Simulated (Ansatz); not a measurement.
Job for Ansatz (a program for electronic structure): U-r2SCAN/cc-pVTZ on BrFGe (SMILES [F][Ge][Br]), a point of a bond scan (R = 3.524 Å).

Ansatz 0.2 input:
```yaml
crystal:
  periodic: [false, false, false]
  atoms:
    - {symbol: Ge, position_ang: [0.54012837, -0.45604254, 0.81246222]}
    - {symbol: F, position_ang: [2.44090575, -2.19991862, -1.58812148]}
    - {symbol: Br, position_ang: [-0.87710746, 0.75843391, -0.64309499]}
basis:
  gaussian:
    orbitals: cc-pVTZ
hamiltonian:
  xc: {name: r2SCAN}
magnetization: {spin_polarized: true, initial_magnetization: 0}
```

Q: Predict the final total energy.

A: -4750.9816 hartree. Its determinant has ⟨S²⟩ = 0.49, a mixture of spin states.

Q: How many basis functions does it have, and what does it roughly cost on one machine?

A: 116 functions; about 2.5 core-minutes (a rough figure).
